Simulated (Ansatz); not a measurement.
One change: `[F][AlH][S][SiH3]` becomes `[CH3][Al]([F])[S][SiH3]`.

Ansatz, PBE0-D4/def2-TZVP geometries, multiplicity 1. Each molecule was computed in one conformer, which needn't be the lowest.

| property | `[F][AlH][S][SiH3]` |
| --- | --- |
| LUMO energy (PBE/def2-TZVPP) / eV | -1.84 |
| HOMO–LUMO gap (ωB97M-V/def2-TZVPP) / eV | 10.65 |
| HOMO energy (PBE0/def2-TZVPP) / eV | -8.00 |
| size of the dipole moment (PBE/def2-TZVPP) / D | 1.86 |
| HOMO–LUMO gap (PBE0/def2-TZVPP) / eV | 6.91 |
| size of the dipole moment (ωB97M-V/def2-TZVPP) / D | 1.92 |

(1) Give the same properties after the change, and the shifts. (Estimate.)

Answers

(1) Ansatz gave: 
| property | `[CH3][Al]([F])[S][SiH3]` | shift |
| --- | --- | --- |
| LUMO energy (PBE/def2-TZVPP) / eV | -1.42 | 0.42 |
| HOMO–LUMO gap (ωB97M-V/def2-TZVPP) / eV | 10.93 | 0.28 |
| HOMO energy (PBE0/def2-TZVPP) / eV | -7.82 | 0.18 |
| size of the dipole moment (PBE/def2-TZVPP) / D | 2.29 | 0.43 |
| HOMO–LUMO gap (PBE0/def2-TZVPP) / eV | 7.17 | 0.26 |
| size of the dipole moment (ωB97M-V/def2-TZVPP) / D | 2.33 | 0.41 |

With PBE0 the HOMO rises by 0.18 eV and the LUMO rises by 0.45 eV, so the gap widens by about 0.27 eV. PBE moves the HOMO by 0.20 eV and ωB97M-V by 0.18 eV. Dipoles are sizes alone; their direction can turn.
